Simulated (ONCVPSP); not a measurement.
Pseudopotential generation for potassium: ONCV, PW91, scalar-relativistic.

ONCVPSP 4.0.1 input, shortened (lines: element, Z, core and valence counts, functional; n l f; lmax; l rc ep ncon nbas qcut; lloc lpopt rc5 dvloc0; l nproj debl; icmod fcfact rcfact), PW91, scalar-relativistic:

```
  K 19.00    3    4  -109134      upf
    1    0    2.00
    2    0    2.00
    2    1    6.00
    3    0    2.00
    3    1    6.00
    4    0    0.50
    4    1    0.50
    2
    0    2.00    0.00    3    6    4.60
    1    2.50    0.00    4    7    6.40
    2    2.00    0.05    3    6    5.40
    2    5    2.00    0.00
    0    2    0.40
    1    2    1.40
    2    0    3.20
    0    0.00    0.00
```

All-electron outer shells of the reference configuration (PW91, scalar-relativistic, ld1.x):

```json
{"shell": "2p", "level (eV)": "-281.15", "outermost node (bohr)": "–", "outermost maximum (bohr)": "0.26"}
{"shell": "3s", "level (eV)": "-36.16", "outermost node (bohr)": "0.48", "outermost maximum (bohr)": "1.07"}
{"shell": "3p", "level (eV)": "-19.63", "outermost node (bohr)": "0.45", "outermost maximum (bohr)": "1.15"}
{"shell": "4s", "level (eV)": "-2.67", "outermost node (bohr)": "1.58", "outermost maximum (bohr)": "4.13"}
{"shell": "4p", "level (eV)": "-1.13", "outermost node (bohr)": "1.86", "outermost maximum (bohr)": "5.79"}
```

Results:

```
Cutoffs needed           : 11 Ha and 14 Ha (the cutoffs (Ha) at which the residual kinetic energy of the hardest occupied pseudo-wave falls to 1 and 0.1 mHa per electron)
Ghost test               : ghosts flagged at negative energy: s at -422.7 eV; no localised positive-energy state flagged; a true bound ghost makes a file unfit for plane-wave use
Largest excitation error : +16 meV (all-electron minus pseudo) for 3s2 3p5 4s1 4p0, out of 4 test configurations
```

Generation and tests took about 3.4 s on one core of a shared server CPU.
